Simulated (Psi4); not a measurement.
C2Cl3 (SMILES Cl[C]=C(Cl)Cl), doublet, geometry from GFN2-xTB; CAM-B3LYP/STO-3G run with Psi4.

Here is a job for Psi4.
```
memory 2 GB

molecule {
0 2
  C    -0.01280289    0.20464514    1.02473773
  C     0.00168582    0.32335442   -0.26381268
  Cl   -0.02139799   -0.94010326    2.18439863
  Cl    0.02057196   -1.07353155   -1.37258546
  Cl    0.00474969    1.82728202   -1.08037495
}

set basis sto-3g
set reference uks
set scf_type dfdirj+cosx

energy('cam-b3lyp')
print_variables()
```

**Question.** Write the output that Psi4 gives for this input, abridged.

**Answer.** 
```
   => Loading Basis Set <=

    Name: STO-3G
    Role: ORBITAL
    Keyword: BASIS

Traceback (most recent call last):
  File "psi4", line 375, in <module>
  File "<string>", line 27, in <module>
  File "site-packages/psi4/driver/driver.py", line 533, in energy
  File "site-packages/psi4/driver/procrouting/proc.py", line 2760, in run_scf
  File "site-packages/psi4/driver/procrouting/proc.py", line 1939, in scf_helper
  File "site-packages/psi4/driver/procrouting/proc.py", line 1433, in scf_wavefunction_factory
  File "site-packages/psi4/driver/procrouting/proc.py", line 1397, in build_functional_and_disp
  File "site-packages/psi4/driver/procrouting/dft/superfunctionals.py", line 135, in build_superfunctional

psi4.driver.p4util.exceptions.ValidationError: SCF: SCF_TYPE (DFDIRJ+COSX) not supported for range-separated functionals, plese use SCF_TYPE = 'DF' to automatically select the correct JK build.

Printing out the relevant lines from the Psithon --> Python processed input file:
    """)
    core.IO.set_default_namespace("")
    core.set_global_option("BASIS", "sto-3g")
    core.set_global_option("REFERENCE", "uks")
    core.set_global_option("SCF_TYPE", "dfdirj+cosx")
--> energy('cam-b3lyp')
    print_variables()

!----------------------------------------------------------------------------------!
!                                                                                  !
!  SCF: SCF_TYPE (DFDIRJ+COSX) not supported for range-separated functionals,      !
!     plese use SCF_TYPE = 'DF' to automatically select the correct JK build.      !
!                                                                                  !
!----------------------------------------------------------------------------------!
```

The program refused the input.
